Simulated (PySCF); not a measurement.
How methods differ on the interval between two levels of Zr⁺

Zr⁺ [Kr] 4d2 5s1 [4F9/2, M_J = 9/2] → Zr⁺ [Kr] 4d1 5s1 5p1 [4F9/2, M_J = 9/2], as a difference of total energies. Calculation: PySCF 2.14, in x2c-TZVPall-2c (8s9p7d1f, 77 functions); the two-component X2C-1e Hamiltonian. Correlated levels: [Ar] 3d10 frozen; the 6 highest virtual spinors dropped. "Screened" scales the spin-orbit matrix elements by Boettger's factors to mimic the two-electron term; Breit and QED terms are absent.

```
                    method  interval between two levels (cm⁻¹)  error (cm⁻¹)
           GHF (spin-free)                               33188         -4133
          GMP2 (spin-free)                               34363         -2959
 GHF (screened spin-orbit)                               33568         -3753
GMP2 (screened spin-orbit)                               34758         -2563
```

Reference: 37321 cm⁻¹ (measured; NIST Handbook of Basic Atomic Spectroscopic Data (Sansonetti and Martin, J. Phys. Chem. Ref. Data 34, 1559 (2005))).

The spin-free rows relax to the high-spin LS determinant and lack the spin-orbit shift.

Errors of the correlated levels include the incompleteness of this basis and the frozen core.

The labels give the starting determinants; with spin-orbit coupling the two ends relaxed to ⟨J²⟩ = 24.76, ⟨L²⟩ = 12.02, ⟨S²⟩ = 3.76 and ⟨J²⟩ = 25.24, ⟨L²⟩ = 12.55, ⟨S²⟩ = 3.76.

The determinant of the upper state mixes levels of different J (the jj label is only the starting occupation), so the difference between spin-free and spin-orbit rows is not the physical spin-orbit shift.
